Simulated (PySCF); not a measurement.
# Nuclear quadrupole coupling in `CC(C)O[SiH]1N[SiH2]N[SiH2]N1`

C₃H₁₅N₃OSi₃.
Geometry (PBE0-D3(BJ)/def2-SVP, Å), atoms numbered from 1 in this order:
```
atom  x, y, z in Å
C1     3.6035    0.2550    0.0949
C2     2.3209   -0.1976   -0.5737
C3     2.2757   -1.7013   -0.7927
O4     1.2385    0.2132    0.2411
Si5   -0.3188    0.4573   -0.2837
N6    -1.2423   -1.0016   -0.0702
Si7   -2.9701   -1.0679    0.0574
N8    -3.4700    0.5906    0.2243
Si9   -2.6727    1.8922    1.0646
N10   -0.9847    1.7109    0.7072
H11    3.5952    1.3451    0.2383
H12    3.7016   -0.2192    1.0837
H13    4.4815   -0.0124   -0.5117
H14    2.2423    0.3004   -1.5610
H15    3.1196   -2.0379   -1.4137
H16    1.3439   -1.9978   -1.2994
H17    2.3264   -2.2254    0.1750
H18   -0.2495    0.8366   -1.7265
H19   -0.7081   -1.7890    0.2862
H20   -3.6883   -1.5983   -1.1447
H21   -3.3147   -1.9645    1.2076
H22   -4.3192    0.8489   -0.2687
H23   -2.8770    1.8811    2.5487
H24   -3.2770    3.1616    0.5483
H25   -0.3068    2.3028    1.1788
```

Field gradients from the PBE0/pcSseg-1 density (PySCF, non-relativistic), principal values in atomic units, ordered |Vxx| ≤ |Vyy| ≤ |Vzz|:

```
atom      Vxx      Vyy      Vzz
  O4  -0.4924  -1.1695   1.6619
  N6   0.2036   0.5510  -0.7546
  N8   0.2126   0.5311  -0.7437
 N10   0.2222   0.5546  -0.7768
```

Problem. Find the asymmetry η = (Vxx − Vyy)/Vzz and the couplings χ = eQV/h (234.96 MHz × Q in barn × V in au), with Q(17O) = −0.0256 b, Q(14N) = 0.02044 b.

Solution. 
```
atom                      environment  nucleus     η  χzz (MHz)  χxx (MHz)  χyy (MHz)
  O4               silyl ether oxygen      17O  0.41     -10.00       2.96       7.03
  N6  nitrogen bridging silicon atoms      14N  0.46     -3.624      0.978      2.646
  N8  nitrogen bridging silicon atoms      14N  0.43     -3.572      1.021      2.550
 N10  nitrogen bridging silicon atoms      14N  0.43     -3.731      1.067      2.664
```

The tensor is traceless: Vxx + Vyy + Vzz = 0.

Problem. What is Vzz at O4 in SI units (1 au = 9.71736 × 10²¹ V/m²)?

Solution. 1.6619 au = 16.149 × 10²¹ V/m².

Problem. And the gradient at the other heavy atoms, for which no coupling is worked out here?

Solution. 
| atom | environment | Vzz (au) | η |
| --- | --- | --- | --- |
| C1 | methyl carbon | 0.041 | 0.43 |
| C2 | sp3 carbon bound to oxygen | 0.402 | 0.10 |
| C3 | methyl carbon | 0.029 | 0.31 |
| Si5 | oxygen-bound silicon | 0.361 | 0.92 |
| Si7 | SiH2 silicon | 0.328 | 0.57 |
| Si9 | SiH2 silicon | 0.311 | 0.66 |

Were the hydrogens deuterons (Q(2H) = 0.00286 b), χzz would run from 90 kHz (H21, H24, H20 and H23) to 277 kHz (H22, H25 and H19).

The structure is a single PBE0-D3(BJ)/def2-SVP conformer in the gas phase; no vibrational or solvent corrections. With a basis this small, the couplings can be 20 % off.

These values come from a run that also computed NMR shieldings. On one thread, AMD EPYC 7R43 (x86_64), shared host, this took 98 s of wall time and 1.3 GiB of memory at its peak.
